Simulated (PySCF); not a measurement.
# Xe+ (xenon, charge +1) across methods

[Kr] 4d10 5s2 5p5, 2P determinant. All numbers are calculated (PySCF 2.14, the spin-free X2C one-electron Hamiltonian (Gaussian nucleus), in aug-cc-pwCVTZ-DK3).

```json
{"method": "LC-wPBE", "E (hartree)": "-7445.31", "mean ε 5s β (eV)": "-33.819", "mean ε 5p α (eV)": "-21.594", "mean ε 5p β (eV)": "-20.788", "Σ⟨r²⟩ (bohr²)": "50.63", "⟨S²⟩": "0.754"}
{"method": "PBE0", "E (hartree)": "-7445.41", "mean ε 5s β (eV)": "-30.498", "mean ε 5p α (eV)": "-18.772", "mean ε 5p β (eV)": "-17.936", "Σ⟨r²⟩ (bohr²)": "50.74", "⟨S²⟩": "0.754"}
{"method": "UHF", "E (hartree)": "-7442.78142", "mean ε 5s β (eV)": "-34.986", "mean ε 5p α (eV)": "-22.001", "mean ε 5p β (eV)": "-20.885", "Σ⟨r²⟩ (bohr²)": "51.22", "⟨S²⟩": "0.760"}
{"method": "CAM-B3LYP", "E (hartree)": "-7446.17", "mean ε 5s β (eV)": "-32.215", "mean ε 5p α (eV)": "-20.083", "mean ε 5p β (eV)": "-19.322", "Σ⟨r²⟩ (bohr²)": "50.94", "⟨S²⟩": "0.753"}
{"method": "LDA", "E (hartree)": "-7439.06", "mean ε 5s β (eV)": "-28.940", "mean ε 5p α (eV)": "-17.484", "mean ε 5p β (eV)": "-16.768", "Σ⟨r²⟩ (bohr²)": "50.75", "⟨S²⟩": "0.751"}
{"method": "r2SCAN", "E (hartree)": "-7445.75", "mean ε 5s β (eV)": "-29.023", "mean ε 5p α (eV)": "-17.804", "mean ε 5p β (eV)": "-16.937", "Σ⟨r²⟩ (bohr²)": "50.74", "⟨S²⟩": "0.755"}
{"method": "M06", "E (hartree)": "-7445.91", "mean ε 5s β (eV)": "-30.164", "mean ε 5p α (eV)": "-18.527", "mean ε 5p β (eV)": "-17.696", "Σ⟨r²⟩ (bohr²)": "50.82", "⟨S²⟩": "0.753"}
{"method": "PBE", "E (hartree)": "-7445.34", "mean ε 5s β (eV)": "-28.596", "mean ε 5p α (eV)": "-17.363", "mean ε 5p β (eV)": "-16.602", "Σ⟨r²⟩ (bohr²)": "50.82", "⟨S²⟩": "0.753"}
```
